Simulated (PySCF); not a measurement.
**Correlation energy of Rh (rhodium, neutral)**

[Kr] 4d8 5s1, high-spin 4F determinant. Calculation: PySCF 2.14, in x2c-TZVPPall (8s6p6d2f1g, 79 functions); scalar relativity by spin-free X2C-1e. Frozen: [Ar] 3d10; 17 electrons correlated.

| level | correlation energy (mhartree) |
| --- | --- |
| CCSD | -532.41 |
| (T) | -16.15 |
| CCSD(T) | -548.56 |

Diagnostics: T1 = 0.014, D1 = 0.0680, largest double amplitude 0.019.

Cost of the coupled-cluster step: roughly 12 core-seconds, for 17 correlated electrons.

This basis was not built for core-valence correlation, so the inner-shell part is incomplete.
